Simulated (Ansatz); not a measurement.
BrCl₂Ga, SMILES `[Cl][Ga]([Cl])[Br]`, 4 atoms. Charge 0, multiplicity 1. Correlated methods include outer-core shells of Br, Ga, which these sets cover unevenly. Scalar relativity is left out up to krypton. All runs use 2 threads of a server CPU on a shared host. Correlated methods freeze the cores.

Question: Give the basis size and wall time and peak host memory of each of these runs in Ansatz. RKS BHLYP-D4/def2-TZVPP energy; RKS PBE0-D4/def2-QZVPP energy; RHF-CCSD(T)/def2-TZVPP energy; RHF-CCSD(T)/def2-SVP energy; RKS PBE-D4/def2-TZVPP energy and forces; RKS PBE0-D4/def2-SVP energy; RKS PBE0-D4/def2-TZVP frequencies; RKS PBE0-D4/def2-TZVP relaxation (4 steps); RKS ωB97M-V/def2-SVP energy; RKS CAM-B3LYP-D4/def2-TZVPP energy; direct RPA on PBE orbitals/def2-TZVPP energy; RKS B2PLYP (frozen core)/def2-TZVPP energy. (Estimate.)

Answer: Computed: Other jobs shared the machine, so times are rough.

```tsv
level	job	functions	wall time	peak host memory (GiB)
RKS PBE0-D4/def2-SVP	energy	100	3.5 s	0.23
RKS PBE-D4/def2-TZVPP	energy and forces	180	4.7 s	0.26
direct RPA on PBE orbitals/def2-TZVPP	energy	180	9 s	0.34
RKS BHLYP-D4/def2-TZVPP	energy	180	9 s	0.7
RKS CAM-B3LYP-D4/def2-TZVPP	energy	180	9.5 s	0.72
RHF-CCSD(T)/def2-SVP	energy	100	11 s	0.32
RKS B2PLYP (frozen core)/def2-TZVPP	energy	180	13 s	0.46
RKS ωB97M-V/def2-SVP	energy	100	14 s	0.33
RKS PBE0-D4/def2-QZVPP	energy	318	23 s	1.4
RKS PBE0-D4/def2-TZVP	relaxation (4 steps)	170	54 s	0.58
RHF-CCSD(T)/def2-TZVPP	energy	180	3 min	1.6
RKS PBE0-D4/def2-TZVP	frequencies	170	3.5 min	0.56
```
